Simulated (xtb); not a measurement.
C4NiO4, charge -1, doublet, at a GFN2-xTB geometry (such geometries of metal compounds can be far from the true shape) (the multiplicity is a formal guess). Base run: GFN2-xTB in xtb.

Input for xtb:
```
$ xtb mol.xyz --gfn 2 --chrg -1 --uhf 1 --json

# file mol.xyz
9

Ni     0.06612918    -0.02978067    -0.08854965
O      2.12960836     0.41053015    -2.12588146
C      1.42481117     0.28796376    -1.21122710
O      0.56721683    -0.51832321     2.79931958
C      0.58416148    -0.64465598     1.63763823
O     -1.64509029    -1.61841372    -1.86220756
C     -0.97832311    -1.12447447    -1.05001896
O     -1.42624351     1.98804833     1.42586565
C     -0.83990758     1.27102106     0.72071123
```

Variants of this job, named by their change:

| change | ΔE vs base (kJ/mol) | SCF cycles |
|---|---|---|
| base | 0.00 | 17 |
| alpb = ether | -199.2 | 17 |
| acc = 30 | 0.00 | 12 |
| acc = 1000 | 0.02 | 9 |
| acc = 0.1 | 0.00 | 19 |
| etemp = 3000 | -25.30 | 17 |
| file = coord | 0.00 | 17 |

ALPB and GBSA are two models with their own fitted parameters for each solvent, which aren't always the measured dielectric constant.
